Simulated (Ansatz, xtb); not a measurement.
Species: InO, net charge 0, doublet state. 
Coordinates optimised at B3LYP-D3(BJ)/def2-TZVP (Ansatz, a program for electronic structure):
```
In
O 1 1.9430
```
Charge 0, spin multiplicity 2.

Harmonic wavenumbers from GFN2-xTB (xtb, at its own minimum), cm⁻¹: 536.

**Question.** Give the harmonic wavenumbers at B3LYP-D3(BJ)/def2-TZVP (Ansatz, finite differences of forces, unscaled).

**Answer.** 569 cm⁻¹. Zero-point energy 0.8 kcal/mol.

**Question.** From these and the geometry, give the ideal-gas thermochemistry at 298.15 K and 1 atm (rigid rotor, harmonic oscillator).

**Answer.** Point group C∞v, rotational symmetry number 1. Rotational constants 9.533, 9.533 GHz. S(trans) 40.52, S(rot) 14.86, S(vib) 0.51, S(elec, spin only) 1.38, S 57.3 cal/(mol K). H(298) - H(0) 2.19 kcal/mol; G - E(el) -14.1 kcal/mol.
